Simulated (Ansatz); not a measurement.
The first iterations of a band of C2H4SSi (8 atoms, charge 0, multiplicity 1).

Method: RKS BHLYP-D4/def2-SVP (Ansatz).

* movable images: 7
* climbing image: yes
* spring: 5.0 eV/Å²
* optimiser: quadratic models (default)
* start path: IDPP
* force threshold: 0.05 eV/Å
* iteration limit: 60
* end points: relaxed

First end point:

```xyz
8
Properties=species:S:1:pos:R:3
C -0.972 1.806 -1.103
Si -0.012 0.492 -1.274
C 0.641 -0.598 0.126
S -0.630 -0.884 1.392
H -1.554 2.641 -1.460
H 1.512 -0.084 0.543
H 0.978 -1.544 -0.301
H 0.037 -1.827 2.078
```

Last end point:

```xyz
8
Properties=species:S:1:pos:R:3
C -0.849 1.889 -0.531
Si -0.337 0.437 -1.076
C 0.722 -0.826 -0.148
S -0.205 -1.736 1.123
H -1.391 2.819 -0.614
H 1.598 -0.329 0.272
H 1.078 -1.585 -0.848
H -0.617 -0.669 1.821
```

| iteration | highest image above the first end (eV) | largest band force component (eV/Å) |
| --- | --- | --- |
| 1 | 0.263 | 0.951 |
| 2 | 0.091 | 0.451 |
| 3 | 0.083 | 0.180 |

Q: Does the band converge within its limit, and where does its top end?

A: The run converged. It ended after 11 iterations with the highest image 0.059 eV above the first end. A vibrational analysis at the climbing image gives one clearly imaginary mode, 210i cm⁻¹: a first-order saddle point.

The run took 2.9 min on 1 thread of Intel(R) Xeon(R) 6975P-C (Granite Rapids), on a shared host, peak memory 0.18 GiB.
